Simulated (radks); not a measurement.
Spherical quantum dot in the effective-mass picture: electrons in a hard-walled sphere of radius 5.66, with a point charge +1 (a donor) at the centre, all in effective atomic units (hartree* = m*/eps^2 hartree, bohr* = eps/m* bohr), one dielectric constant everywhere. Calculated with a radial shooting solver with Libxc functionals: non-relativistic Kohn-Sham, PBE, spin-polarised, spherical densities. Levels are named by radial order and angular momentum (1s, 1p, 1d, 2s, ...), and open shells are averaged over m. Results are scaled to m* = 0.278 and eps = 16.8, for which hartree* = 26.8 meV and bohr* = 3.198 nm. Each electron was tried in the lowest free levels, single moves between levels near the top were tried too, and the lowest total energy was kept; such a search can miss a lower state. The series stops at N = 20: beyond it a trial failed or the search could not be trusted, so later rows were left out. At N = 1 the Hartree and exchange-correlation terms need not cancel, so that row can carry a self-interaction error.

N,open shells,2S,E (meV),addition energy mu(N+1) - mu(N) (meV),e(HOMO) (meV),rms radius (nm)
1,"1s(up 1, down 0)",1,-13.3476,13.79,-7.3020,5.499
2,none,0,-12.9044,13.71,4.2659,7.133
3,"1p(up 1, down 0)",1,1.24409,5.571,16.823,9.034
4,"1p(up 2, down 0)",2,20.9636,5.904,22.654,9.945
5,"1p(up 3, down 0)",3,46.5868,7.783,28.598,10.52
6,"1p(up 3, down 1)",2,79.9928,5.416,36.044,10.95
7,"1p(up 3, down 2)",1,118.815,5.665,41.635,11.28
8,none,0,163.302,9.249,47.350,11.54
9,"2s(up 1, down 0)",1,217.038,6.656,57.265,11.68
10,"1d(up 1, down 0) 2s(up 1, down 0)",2,277.429,5.587,63.196,11.90
11,"1d(up 2, down 0) 2s(up 1, down 0)",3,343.408,5.528,69.145,12.09
12,"1d(up 4, down 0)",4,414.914,5.412,74.108,12.36
13,"1d(up 5, down 0)",5,491.833,6.257,79.730,12.50
14,"1d(up 5, down 0) 2s(up 1, down 0)",6,575.009,6.718,87.006,12.51
15,"1d(up 5, down 1) 2s(up 1, down 0)",5,664.902,5.463,92.936,12.63
16,"1d(up 5, down 2) 2s(up 1, down 0)",4,760.257,5.359,98.880,12.73
17,"1d(up 5, down 4)",1,860.971,5.328,103.28,12.93
18,none,0,967.013,6.305,108.81,13.01
19,"2s(up 1, down 0)",1,1079.36,10.01,116.71,12.98
20,"2s(up 1, down 0) 1f(up 1, down 0)",2,1201.72,-,125.09,13.06

All shells are closed at N = 2, 8, 18 (there: 1s2 1p6 1d10); the second difference of the energy has clear peaks (12 % above both neighbours; the first and last values, which can be the largest, are not judged, and half-filled shells can peak too) at N = 5, 8.
